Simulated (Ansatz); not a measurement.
Vertical ionisation energy (eV) of eight silicon and germanium compounds: PBE beside PBE0, computed with Ansatz (a program for electronic structure) for isolated molecules in the bases named; differences from unrounded values. The eight are the first of their class met in an unordered collection, after screening for sound electronic states; none was chosen by its value. Functionals give these values as differences of separate SCF runs (ΔSCF), EOM-CCSD as a root; each molecule has one DFT geometry for both levels.

```
molecule                                               basis   PBE0
------------------------------------------------  ----------  -----
C₂H₁₂OSi₃, SMILES [Si@@H](C[SiH3])([SiH3])OC       def2-SVPD   9.56
CH4ClFOSi, SMILES OC[Si@@H](F)Cl                   def2-SVPD  10.33
CH7OPSi, SMILES CO[SiH2]P                          def2-SVPD   9.37
C₂H₇FO₂Si, SMILES C[C@@H](O)[Si@H](F)O             def2-SVPD   9.80
FH6NOSi2, SMILES O[Si@H](F)N[SiH3]                def2-TZVPD  10.14
Ge(H)2(Br)(Me) (CH₅BrGe), SMILES [CH3][GeH2][Br]   def2-SVPD  10.29
CH₁₃NSi₄, SMILES N[Si@@H](C[SiH3])[SiH2][SiH3]     def2-SVPD   8.54
C2H10O2Si2, SMILES OC[SiH](CO)[SiH3]               def2-SVPD   9.24
```

### Question
Estimate the PBE values and say how PBE differs from PBE0 over the set. (Estimate from the structure and the level; the computed values follow.)

### Answer

| molecule | PBE | difference |
|---|---|---|
| C₂H₁₂OSi₃, SMILES [Si@@H](C[SiH3])([SiH3])OC | 9.12 | -0.44 |
| CH4ClFOSi, SMILES OC[Si@@H](F)Cl | 9.87 | -0.46 |
| CH7OPSi, SMILES CO[SiH2]P | 9.05 | -0.32 |
| C₂H₇FO₂Si, SMILES C[C@@H](O)[Si@H](F)O | 9.42 | -0.37 |
| FH6NOSi2, SMILES O[Si@H](F)N[SiH3] | 9.81 | -0.33 |
| Ge(H)2(Br)(Me) (CH₅BrGe), SMILES [CH3][GeH2][Br] | 10.00 | -0.29 |
| CH₁₃NSi₄, SMILES N[Si@@H](C[SiH3])[SiH2][SiH3] | 8.25 | -0.29 |
| C2H10O2Si2, SMILES OC[SiH](CO)[SiH3] | 8.71 | -0.53 |
PBE lies below PBE0 in 8 and above it in 0 of the eight; the mean signed difference is -0.38 and the largest -0.53 eV.
